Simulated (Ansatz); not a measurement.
`C#[C][Ga]([Cl])[Cl]` + `C#N` → `N#[C][Ga]([Cl])[Cl]` + acetylene  (formal exchange of groups at a Ga–C bond)

Calculated with Ansatz (gas phase, PBE0-D4/def2-TZVP geometries, no zero-point term in ΔE). CCSD(T)/CBS adds triple-zeta CCSD(T) − MP2 to the extrapolated MP2 energy (def2 sets, frozen cores). This one scheme is used for every species. Functionals use def2-TZVPP. HSE06 is defined as in plane-wave codes. For Ga outer-core shells are correlated without core-valence functions, which leaves a few kJ/mol of doubt a bond. Scalar relativity is left out up to krypton.

`C#[C][Ga]([Cl])[Cl]`:

```xyz
6

C     0.756   -1.679    0.612
C     0.287   -0.634    0.232
Ga   -0.448    0.997   -0.363
Cl    0.313    2.007   -2.063
Cl   -2.079    1.911    0.635
H     1.171   -2.602    0.948
```

`C#N`:

Z-matrix (Å, degrees):
```
C
N 1 1.146
H 1 1.069 2 180.0
```

`N#[C][Ga]([Cl])[Cl]`:

```xyz
5

N     0.745    1.239    2.028
C     0.400    0.666    1.090
Ga   -0.173   -0.288   -0.472
Cl    1.082   -0.381   -2.160
Cl   -2.054   -1.235   -0.487
```

`C#C`:

```xyz
4

C     0.445   -0.400    0.020
C    -0.445    0.400   -0.020
H     1.236   -1.112    0.055
H    -1.236    1.112   -0.055
```

```
             level  ΔE (kJ/mol)
          HSE06-D4          5.8
           ωB97X-V          4.1
           r2SCANh          6.0
RPA@PBE/def2-TZVPP          5.8
```

(1) What does CCSD(T)/CBS give? (Estimate.)

Largest T1 diagnostic among the species: 0.014.

## Answers

(1) Computed: +7.4 kJ/mol. The listed levels differ from it by -1.6, -3.3, -1.4, -1.6 kJ/mol.

At CCSD(T), def2-SVP lies −3.1 kJ/mol from the extrapolated value and def2-TZVPP −1.6 kJ/mol. Leaving LDA and LC-ωPBE aside and taking each functional with its dispersion term where it has one, the values, not all of them listed here, spread over 2.3 kJ/mol, from ωB97M-V to r2SCANh-D4.
